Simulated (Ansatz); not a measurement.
cis-PtH2(AsH3)2 (As₂PtH₈) was relaxed with PBE0-D4 (def2-SVP) in Ansatz in these states: charge +1 doublet, neutral singlet, neutral triplet. The geometries follow in no particular order.

In the def2 sets Pt takes a core potential; there is no spin–orbit coupling.

A:

```csv
atom,x (Å),y (Å),z (Å)
Pt1,-0.015,0.019,-0.003
H2,-0.736,1.644,-0.133
H3,-1.376,1.118,-0.343
As4,-1.595,-1.760,-0.543
H5,-1.056,-3.161,-0.447
H6,-2.181,-1.767,-1.927
H7,-2.833,-1.865,0.303
As8,2.019,1.206,0.639
H9,1.956,2.072,1.865
H10,2.609,2.156,-0.365
H11,3.207,0.338,0.953
```

B:

Cartesian coordinates in Å:
```
Pt 0.605 0.406 0.980
H 0.299 -1.083 1.597
H 2.146 0.476 1.432
As 1.389 -0.651 -1.058
H 0.474 -1.436 -1.987
H 2.437 -1.719 -0.848
H 2.118 0.130 -2.138
As -1.797 0.894 0.577
H -2.354 2.216 0.074
H -2.739 0.749 1.753
H -2.579 0.017 -0.383
```

C:

```
atom   x (Å)   y (Å)   z (Å)
 Pt1  -1.120   0.102   0.052
  H2  -2.287   0.177   1.124
  H3  -2.373   0.268  -0.907
 As4   0.318   0.044  -1.915
  H5   1.828  -0.126  -1.887
  H6   0.298   1.240  -2.840
  H7   0.047  -1.006  -2.969
 As8   0.478  -0.127   1.877
  H9   0.283  -1.259   2.861
 H10   0.551   0.989   2.897
 H11   1.978  -0.302   1.708
```

Q: Judge from the bond lengths which geometry belongs to which state (an estimate).

A: A is the charge +1 doublet (Pt1–H3 1.782 Å, Pt1–H2 1.782 Å, Pt1–As8 2.441 Å); B is the neutral triplet (Pt1–H3 1.607 Å, Pt1–H2 1.641 Å, Pt1–As8 2.484 Å); C is the neutral singlet (Pt1–H3 1.586 Å, Pt1–H2 1.586 Å, Pt1–As8 2.437 Å).

At PBE0-D4/def2-TZVP a singlet lies 2.25 eV below the neutral triplet. The name describes the singlet; other states may take another shape. In the charge 1 doublet, H2 and H3 lie 0.85 Å apart (atoms count from 1), so H2 has formed as a molecule.
